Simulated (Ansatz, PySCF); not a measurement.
Noncovalent pair: NH3 (SMILES N) (first 4 atoms) with CH5N (SMILES CN); geometry from B3LYP-D3(BJ)/def2-TZVP, rigid monomers moved along the line of their centres of mass till H2···N6 is 3.95 Å.
(charge 0, multiplicity 1):
```xyz
11

N      0.30393    -0.18055     0.19997
H      0.10750     0.32428     1.06416
H      0.61982     0.49512    -0.48656
H     -0.57330    -0.55875    -0.13962
C     -0.12660    -0.60305     5.39275
N      0.08165     0.78913     4.98457
H      0.41419    -1.25560     4.70703
H     -1.18692    -0.84524     5.30665
H      0.19199    -0.83245     6.41726
H      1.05913     1.04225     5.06898
H     -0.44191     1.42338     5.57556
```

Monomers are frozen at their geometry in the pair; levels with a basis set take the counterpoise correction. Rows marked so take none.

Frozen-core correlation. Rows in 6-311+G** carry no dispersion term and start afresh at each structure.

Codes used: Ansatz (Gaussian orbitals); PySCF for 6-311+G** rows, the dispersion terms. Values without a source in brackets are computed.

### Question
Give the interaction energy at the level B3LYP/6-311+G** (no counterpoise).

### Answer
-31 meV

Ansatz is a program for electronic structure.
